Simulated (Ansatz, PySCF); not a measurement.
C2H5NOSi, SMILES C#C[Si@H](N)O. Atoms are numbered in the order given.

```xyz
10

C      2.3753    -0.7318     0.5562
C      1.2032    -0.4320     0.4190
Si    -0.5707     0.0338     0.2300
N     -1.0511    -0.6822    -1.2597
O     -0.7815     1.6853     0.2328
H      3.4098    -0.9958     0.6813
H     -1.3348    -0.3961     1.4241
H     -0.4632    -1.3693    -1.7183
H     -2.0236    -0.7605    -1.5380
H     -0.3918     2.1548    -0.5154
```

The structure is a stationary point at B3LYP-D3(BJ)/def2-SVP. The structure was generated by enumeration; whether it is a known compound was not checked. Other conformers were not sampled.

Two levels are set side by side: PBE-D3(BJ)/def2-SVP (Ansatz, a program for electronic structure) and B3LYP-D3(BJ)/def2-SVP (Ansatz). Each level has its own optimised geometry; the coordinates shown are those of the second. Frequencies come from the Hessian of PySCF at each geometry. Differences are taken from unrounded values.

| quantity | B3LYP-D3(BJ) | PBE-D3(BJ) | PBE-D3(BJ) minus B3LYP-D3(BJ) |
|---|---|---|---|
| mean bond length (Å) | 1.333 | 1.343 | 0.010 |
| bond C1–C2 (Å) | 1.218 | 1.229 | 0.012 |
| bond C2–Si3 (Å) | 1.844 | 1.847 | 0.004 |
| bond Si3–N4 (Å) | 1.721 | 1.733 | 0.012 |
| bond Si3–O5 (Å) | 1.665 | 1.678 | 0.013 |
| bond C1–H6 (Å) | 1.075 | 1.083 | 0.008 |
| bond Si3–H7 (Å) | 1.481 | 1.496 | 0.015 |
| bond N4–H8 (Å) | 1.014 | 1.022 | 0.008 |
| bond N4–H9 (Å) | 1.015 | 1.022 | 0.007 |
| bond O5–H10 (Å) | 0.965 | 0.974 | 0.009 |
| highest harmonic wavenumber (cm⁻¹) | 3859 | 3745 | -113 |
| mean harmonic wavenumber (cm⁻¹) | 1246 | 1212 | -33 |
| zero-point energy (kcal/mol) | 42.74 | 41.60 | -1.15 |

Exact exchange shortens and stiffens bonds; PBE has none. Differences between two approximate levels are no errors against the true value.
